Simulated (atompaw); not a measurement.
# Plane-wave convergence, PAW (atompaw) potential for Nb

| Quantity | Value |
| --- | --- |
| Element | niobium |
| Generator | atompaw 4.2.0.5 |
| Type | PAW |
| Functional | PBE |
| Relativity | scalar-relativistic |
| Frozen core | [Ar] 3d10 |
| Valence charge | 13 |
| Reference configuration | 4s2 4p6 4d3 5s0 5p0 (charge +2) |
| Partial waves | 4s (bound); 5s (bound, empty); 4p (bound); 5p (bound, empty); 4d (bound); 4d channel at -0.3 Ry |
| Local potential | bessel scheme, radius 1.35 bohr |
| Core correction | smooth core density matched at 1.20 bohr |
| Augmentation charge | sinc compensation charge, radius 2.00 bohr; PAW radius 2.10 bohr; waves and projectors: bloechl |

The pseudo-atom Hamiltonian at the reference potential is diagonalised in spherical Bessel functions j_l(qr) that vanish at 20 bohr, with q² up to the cutoff. All-electron valence levels (Ry): 4s -5.5781, 5s -1.2436, 4p -3.8126, 5p -0.8981, 4d -1.4038.

**Question.** How do the lowest levels (Ry) of each channel move with the cutoff, and are there ghosts?

**Answer.**

```csv
cutoff (Ry),s #1,s #2,s #3,p #1,p #2,p #3,d #1,f #1,f #2,Σ f·Δε (mRy)
8,-5.3677,-1.2166,-0.4862,-3.1964,-0.7966,-0.3506,-1.1325,-0.3122,-0.1753,4931.9
10,-5.4848,-1.2338,-0.4917,-3.4220,-0.8316,-0.3617,-1.2260,-0.3130,-0.1759,3063.7
12,-5.5423,-1.2407,-0.4939,-3.5828,-0.8572,-0.3699,-1.2965,-0.3135,-0.1762,1772.3
15,-5.5666,-1.2429,-0.4946,-3.7243,-0.8810,-0.3775,-1.3438,-0.3140,-0.1766,732.6
18,-5.5767,-1.2434,-0.4948,-3.7715,-0.8896,-0.3803,-1.3818,-0.3141,-0.1768,315.5
21,-5.5778,-1.2435,-0.4948,-3.7956,-0.8942,-0.3818,-1.3934,-0.3142,-0.1769,133.6
30,-5.5779,-1.2435,-0.4948,-3.8122,-0.8979,-0.3831,-1.4026,-0.3144,-0.1770,6.2
35,-5.5780,-1.2435,-0.4948,-3.8126,-0.8981,-0.3831,-1.4036,-0.3144,-0.1770,1.0
40,-5.5780,-1.2435,-0.4948,-3.8126,-0.8981,-0.3831,-1.4038,-0.3144,-0.1770,0.3
45,-5.5781,-1.2436,-0.4948,-3.8126,-0.8981,-0.3831,-1.4038,-0.3144,-0.1770,0.2
50,-5.5781,-1.2436,-0.4948,-3.8126,-0.8981,-0.3831,-1.4038,-0.3144,-0.1770,0.2
400,-5.5781,-1.2436,-0.4948,-3.8126,-0.8981,-0.3831,-1.4038,-0.3144,-0.1770,0.0
```

Result: no extra level below or beside the all-electron valence levels (s, p, d, f tested); 10 mRy is reached at 30 Ry and 1 mRy at 40 Ry.
